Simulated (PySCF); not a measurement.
# Energy and ionisation energy along a bond of B2FH3

Calculated results; nothing here was measured. They come from PySCF 2.14.0, an open-source quantum chemistry program, on an isolated molecule that a program drew, which may never have been made. The molecule is B2FH3 (charge 0, singlet), drawn as the SMILES string `BBF`.

The structure below is the HF double-zeta minimum with every atom moved a little at random, so it isn't optimised. Bond B2-H6 is then set to each length in the table by shifting atom 6 along it, with nothing else relaxed.
```xyz
6
B2FH3, angstrom
B    -1.1446    0.6606    0.6882
B    -1.3289   -0.3816   -0.5081
F    -1.8047    0.0922   -1.8457
H    -2.0381    0.7928    1.5015
H    -0.0181    0.9339    1.0664
H    -1.3109   -1.6486   -0.5812
```

E is the energy above the same method's energy at the HF double-zeta minimum. IE is the energy to remove one electron at fixed geometry, to the doublet state of charge +1, as a difference of total energies. The basis family is cc-pVnZ, with UHF for radicals and no spin-orbit coupling. Best is HF at quadruple zeta, plus MP2 correlation extrapolated from triple and quadruple zeta, plus CCSD(T) minus MP2 at triple zeta, with a frozen core. The other columns are at triple zeta.

```
bond (Å),E PBE (kcal/mol),E r2SCAN (kcal/mol),E CCSD(T) (kcal/mol),E best (kcal/mol),IE PBE (eV),IE r2SCAN (eV),IE CCSD(T) (eV),IE best (eV),T1
1.1922,12.35,13.76,15.26,14.71,11.141,11.308,11.866,12.018,0.015
1.2692,?,?,?,?,?,?,?,?,?
1.4092,20.00,22.40,24.32,23.96,10.971,11.121,11.648,11.791,0.016
1.4972,26.12,28.94,31.03,30.73,10.883,11.018,11.521,11.660,0.016
1.7132,43.34,47.19,49.53,49.33,10.608,10.684,11.123,11.258,0.017
```

T1 is the CCSD diagnostic of the starting molecule.

**Estimate the best E and IE at 1.2692 Å from the other rows.**

A cubic in the inverse of the bond length through the other values of E best gives 16.12 kcal/mol there. A least-squares quadratic in the bond length through IE best gives 11.952 eV. The calculation gives 16.18 kcal/mol and 11.953 eV, so the fits miss by 0.06 kcal/mol and 0.001 eV. The same recipe one zeta lower moves these two values by 0.15 kcal/mol and 0.04 eV, a gauge of their own error. The rest of the row: E is 13.27 (PBE), 15.02 (r2SCAN), 16.66 (CCSD(T)); IE is 11.087 (PBE), 11.251 (r2SCAN), 11.803 (CCSD(T)); T1 is 0.015.
